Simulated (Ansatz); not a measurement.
Ansatz results at the PBE0-D4/def2-TZVP geometry: LUMO energy (PBE0/def2-TZVPP) -0.51 eV; HOMO–LUMO gap (PBE0/def2-TZVPP) 6.35 eV; ideal-gas entropy at 298 K and 1 bar (rigid rotor, harmonic PBE0-D4/def2-TZVP) 298 J/(mol·K).

Problem. Which molecule gave them?
A. `C1[NH][AlH][S]1`
B. `OC1C[SiH2]1`
C. `F[Si]1(F)CS1`
D. `C1=C[Se]C1`

Solution. A. The others give `C1=C[Se]C1`: -0.60, 5.44, 287; `F[Si]1(F)CS1`: -0.66, 7.02, 317; `OC1C[SiH2]1`: 0.19, 7.02, 299.
